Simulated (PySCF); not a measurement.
SbCl₅, SMILES [Cl][Sb]([Cl])([Cl])([Cl])[Cl].

Geometry optimised at PBE0-D3(BJ)/def2-SVP. The isomer is the one that the SMILES or the coordinates give; other isomers of the formula were not compared. The def2 effective core potentials stand for the cores of Sb; spin–orbit coupling is left out.

Vertical ionisation energy (IE) and electron affinity (EA) in eV. Rows of orbital energies are one-electron estimates. Where ΔSCF, EOM or ADC give a negative EA the extra electron is unbound and the value depends on the basis.

```json
[
 {"level": "−ε(HOMO), −ε(LUMO), HF/def2-TZVP (PySCF)", "IE": "12.63", "EA": "1.23"},
 {"level": "−ε(HOMO), −ε(LUMO), PBE/def2-TZVP (PySCF)", "IE": "(withheld)", "EA": "(withheld)"}
]
```

Question: What belongs in the gaps? (An estimate is asked for; the answer gives what the named calculation found.)

Answer: 
- −ε(HOMO), −ε(LUMO), PBE/def2-TZVP (PySCF), IE: 7.81
- −ε(HOMO), −ε(LUMO), PBE/def2-TZVP (PySCF), EA: 5.47
